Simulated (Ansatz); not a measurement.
**Cost against result**

The pair of Br⁻ (SMILES [Br-], atom 1) and C$_{2}$H$_{2}$ (SMILES C#C, atoms 2–5), both closed shells, in one local arrangement (a lower one may exist), relaxed at PBE0-D4/def2-TZVPD:

```
5
angstrom
Br -0.0913 2.0872 -2.5551
C 0.0065 -0.1460 0.1788
C 0.0396 -0.9066 1.1096
H -0.0237 0.5444 -0.6664
H 0.0690 -1.5791 1.9332
```

Interaction energies are counterpoise-corrected; the time is that of the whole pair.

Program: Ansatz 0.2.0. Basis: as named in each row. Cores are frozen in the correlated methods. Filled d shells of the heavier atoms are correlated. The def2 sets are not built for correlating such inner shells, so the correlated values are less sure here. B3LYP uses VWN-RPA correlation. Extrapolation: Hartree–Fock as exp(−7.88 √X), correlation as X^−2.97.

Times are rough, for one single point on 2 threads of a shared host (Arm Neoverse V1).

The estimate by CCSD(T) at an estimated basis limit (MP2 extrapolated from triple and quadruple zeta, plus CCSD(T) − MP2 in triple zeta) is -9.26 kcal/mol.

| method | basis | time (s) | interaction energy (kcal/mol) | method less estimate |
| --- | --- | --- | --- | --- |
| HF | STO-3G | under 1 | -7.59 | 1.67 |
| PBE-D4 | STO-3G | under 1 | -15.99 | -6.73 |
| SPW92 | def2-SVP | under 1 | -14.48 | -5.22 |
| PBE-D4 | def2-SVP | under 1 | -12.36 | -3.10 |
| B3LYP-D4 | 6-31G | under 1 | -9.46 | -0.20 |
| PBE0-D4 | def2-SVP | under 1 | -11.90 | -2.64 |
| PBE-D4 | def2-TZVPPD | 1 | -9.92 | -0.66 |
| revPBE-D4 | def2-TZVPPD | 1 | -9.32 | -0.07 |
| CCSD(T) | def2-SVP | 2 | -8.39 | 0.87 |
| BLYP-D4 | def2-TZVPPD | 2 | -8.97 | 0.29 |
| PBE0-D4 | def2-TZVPPD | 2 | -9.90 | -0.64 |
| HSE06-D4 | def2-TZVPPD | 2 | -9.93 | -0.67 |
| B3LYP-D4 | def2-TZVPPD | 3 | -9.27 | -0.02 |
| wB97M-V | def2-SVP | 3 | -11.05 | -1.79 |
| r2SCAN-D4 | def2-TZVPPD | 3 | -9.46 | -0.20 |
| B2PLYP | def2-TZVPPD | 4 | -8.40 | 0.86 |
| wB97X-V | def2-TZVPPD | 6 | -9.11 | 0.15 |
| B97M-V | def2-TZVPPD | 8 | -9.17 | 0.08 |
| wB97M-V | def2-TZVPPD | 8 | -9.14 | 0.11 |
| MP2 | def2-QZVPPD | 10 | -9.22 | 0.04 |
| CCSD(T) | def2-TZVPPD | 42 | -8.44 | 0.82 |

T1 diagnostic: at most 0.014.
